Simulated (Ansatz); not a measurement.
Program: Ansatz 0.2.0.

Basis-set series for `[InH2][I]`. The species carries charge 0 and has multiplicity 1. In, I: def2 effective core potential. The geometry is a stationary point of PBE0-D4/def2-TZVP.

Cartesian coordinates in Å:
```
In 0.237 0.131 -0.175
I -1.729 -0.955 1.274
H 0.006 1.788 -0.523
H 1.486 -0.964 -0.576
```

| functional | basis | functions | energy (Eh) | HOMO (eV) | LUMO (eV) |
| --- | --- | --- | --- | --- | --- |
| PBE0-D4 | def2-SVP | 62 | -489.07089 | -7.22 | -2.06 |
| PBE0-D4 | def2-TZVPP | 128 | -489.08977 | -7.30 | -2.09 |
| ωB97M-V | def2-SVP | 62 | -488.97716 | -9.29 | -0.47 |
| ωB97M-V | def2-TZVPP | 128 | -488.99829 | -9.40 | -0.57 |

(1) Give the rows for def2-QZVPP. (Best estimate.)

Results:

(1) The calculation gave: 
| functional | basis | functions | energy (Eh) | HOMO (eV) | LUMO (eV) |
| --- | --- | --- | --- | --- | --- |
| PBE0-D4 | def2-QZVPP | 224 | -489.09262 | -7.31 | -2.10 |
| ωB97M-V | def2-QZVPP | 224 | -489.00130 | -9.41 | -0.60 |
